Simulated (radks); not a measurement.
Removal energies from the iridium ion Ir4+, [Xe] 4f14 5d(3/2: 4, 5/2: 1), by Delta-SCF beside the eigenvalue of the level emptied. Calculated with a radial shooting solver on a logarithmic mesh with Libxc functionals: Dirac Kohn-Sham, PBE, spin-unpolarised, spherical densities, finite nucleus; Fermi nuclear charge, rms radius of each element as measured or else 0.836 A^(1/3) + 0.57 fm. Sub-shells are occupied by j as written (lower j first in brackets).

removed from	final configuration	Delta-SCF (eV)	-eigenvalue (eV)
5d5/2	[Xe] 4f14 5d(3/2: 4, 5/2: 0)	56.607	49.500
5d3/2	[Xe] 4f14 5d(3/2: 3, 5/2: 1)	58.329	51.080
5p3/2	[Kr] 4d10 4f14 5s2 5p(1/2: 2, 3/2: 3) 5d(3/2: 4, 5/2: 1)	105.20	96.573
4f7/2	[Xe] 4f(5/2: 6, 7/2: 7) 5d(3/2: 4, 5/2: 1)	121.36	107.37
